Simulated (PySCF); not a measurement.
Assigning NMR signals

Molfile (atoms numbered from 1):
```
C5H11FOSi
     RDKit          3D

 19 19  0  0  0  0  0  0  0  0999 V2000
    2.5618   -0.3808    0.0132 C   0  0  0  0  0  0  0  0  0  0  0  0
    1.4167    0.6208   -0.0424 C   0  0  1  0  0  0  0  0  0  0  0  0
    1.2754    1.0506   -1.3589 F   0  0  0  0  0  0  0  0  0  0  0  0
    0.0936    0.0609    0.4425 C   0  0  2  0  0  0  0  0  0  0  0  0
   -0.4451   -1.1479   -0.3534 C   0  0  0  0  0  0  0  0  0  0  0  0
   -1.9389   -0.7723   -0.4210 C   0  0  0  0  0  0  0  0  0  0  0  0
   -1.5218    1.0203    0.0885 Si  0  0  1  0  0  4  0  0  0  0  0  0
   -2.1454    1.6213    1.4670 O   0  0  0  0  0  0  0  0  0  0  0  0
    2.7259   -0.6901    1.0413 H   0  0  0  0  0  0  0  0  0  0  0  0
    2.3231   -1.2546   -0.5872 H   0  0  0  0  0  0  0  0  0  0  0  0
    3.4736    0.0689   -0.3732 H   0  0  0  0  0  0  0  0  0  0  0  0
    1.6737    1.5256    0.5249 H   0  0  0  0  0  0  0  0  0  0  0  0
    0.2116   -0.1863    1.4985 H   0  0  0  0  0  0  0  0  0  0  0  0
   -0.2484   -2.1126    0.1128 H   0  0  0  0  0  0  0  0  0  0  0  0
   -0.0159   -1.1503   -1.3541 H   0  0  0  0  0  0  0  0  0  0  0  0
   -2.3917   -0.9637   -1.3900 H   0  0  0  0  0  0  0  0  0  0  0  0
   -2.5188   -1.3145    0.3249 H   0  0  0  0  0  0  0  0  0  0  0  0
   -1.5201    2.0131   -0.9774 H   0  0  0  0  0  0  0  0  0  0  0  0
   -3.0189    2.0010    1.5013 H   0  0  0  0  0  0  0  0  0  0  0  0
  1  2  1  0
  2  3  1  0
  2  4  1  0
  4  5  1  0
  5  6  1  0
  6  7  1  0
  7  8  1  0
  7  4  1  0
  1  9  1  0
  1 10  1  0
  1 11  1  0
  2 12  1  1
  4 13  1  1
  5 14  1  0
  5 15  1  0
  6 16  1  0
  6 17  1  0
  7 18  1  6
  8 19  1  0
M  END
```

[PySCF: GFN2-xTB geometry; shieldings: GIAO PBE0/pcSseg-1; no solvent model; single conformer; relativity neglected; rapidly exchanging positions averaged]

References, each an isolated molecule treated in the same way: TMS for 13C, 1H.

(1) Assign these signals to the numbered atoms. 13C{1H} NMR (computed): δ 92.9 (CH), 47.5 (CH), 22.1 (CH3), 18.9 (CH2), 14.5 (CH2).

(2) Assign these signals to the numbered atoms. 1H NMR (500 MHz, computed): δ 5.61 (m, 1H), 5.01 (m, 1H), 2.04 (m, 1H), 1.97 (m, 1H), 1.95 (m, 1H), 1.53 (br s, 1H), 1.42 (m, 1H), 1.26 (m, 1H), 1.24 (m, 3H).

## Answers

(1) 
| δ (ppm) | atoms | environment | reason |
| --- | --- | --- | --- |
| 92.9 | C2 | sp3 CH bonded to F | the inductive effect lowers its shielding |
| 47.5 | C4 | sp3 CH bonded to Si | – |
| 22.1 | C1 | methyl carbon | a saturated carbon with 1 carbon neighbour and no heteroatom attached |
| 18.9 | C6 | sp3 CH2 bonded to Si | – |
| 14.5 | C5 | sp3 CH2 in a ring | a saturated carbon with 2 carbon neighbours and no heteroatom attached |

(2) 
```tsv
δ (ppm)	atoms	environment	reason
5.61	H18	hydrogen on a silicon bonded to 2 C, O, in a 4-membered ring	–
5.01	H12	hydrogen on an sp3 CH bonded to F	its carbon carries F, which withdraws density
2.04	H13	hydrogen on an sp3 CH bonded to Si	–
1.97	H14	hydrogen on an sp3 CH2 in a ring	–
1.95	H15	hydrogen on an sp3 CH2 in a ring	–
1.53	H19	hydrogen on an oxygen bonded to Si	exchangeable; this is the value without hydrogen bonding to other molecules
1.42	H17	hydrogen on an sp3 CH2 bonded to Si	–
1.26	H16	hydrogen on an sp3 CH2 bonded to Si	–
1.24	H9/H10/H11	hydrogen on a methyl carbon	–
```

H13 and H14; H14 and H15; H19 and H17; H16 and H9/H10/H11 lie closer than the usual error of such a calculation, so a measured spectrum could show them in the other order.

OH/NH shifts are gas-phase values; hydrogen bonding in solution moves them, usually downfield. Splittings by 19F in the carbon and heteronuclear signals aren't shown, as no couplings were computed. Shifts are as computed. Against solution values, carbons near 30 ppm lie about +3 ppm off and those near 130 ppm about +5 ppm. Of 1309 compounds with measured shifts, 239 miss one by over three times the rms of a fit or turn the order of signals round; such compounds aren't used in these exercises. Multiplicities follow the n + 1 count of equivalent neighbours, as no J values were calculated; m marks all less simple cases, F and P coupling included.
